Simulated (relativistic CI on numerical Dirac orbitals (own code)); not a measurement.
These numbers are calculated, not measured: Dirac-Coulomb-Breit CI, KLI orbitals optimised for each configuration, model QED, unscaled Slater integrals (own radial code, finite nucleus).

The strongest absorption lines from the ground level of an ion, among the configurations computed and to levels below about 1880 eV (vacuum wavelength in nm, gf): 0.66071 (0.052), 0.66113 (0.027), 0.73647 (0.12), 0.73749 (0.064), 0.97956 (0.49), 0.98388 (0.26), 17.789 (0.095), 24.351 (0.034).

(1) Which ion is it?
A. Co²⁴⁺
B. Co²²⁺
C. V²⁰⁺
D. Ga²⁸⁺

Results:

(1) A. Co²⁴⁺ has 3 electrons and the ground level 2s 2S_1/2; the strongest line goes to 3p 2P°_3/2. The pattern of lines fixes the number of electrons, and along that sequence the line energies rise steadily with the charge (about as its square where n changes within one kind of shell, about linearly where n is kept but much faster in heavy ions where fine structure, which grows about as Z⁴, sets the gap, and irregularly where shells cross), which fixes Z. Configurations outside the model, such as inner-shell arrays, can give stronger lines. At this charge energies of transitions that change n are usually good to better than 1 %, and those within a shell (Δn = 0) to a few per cent.
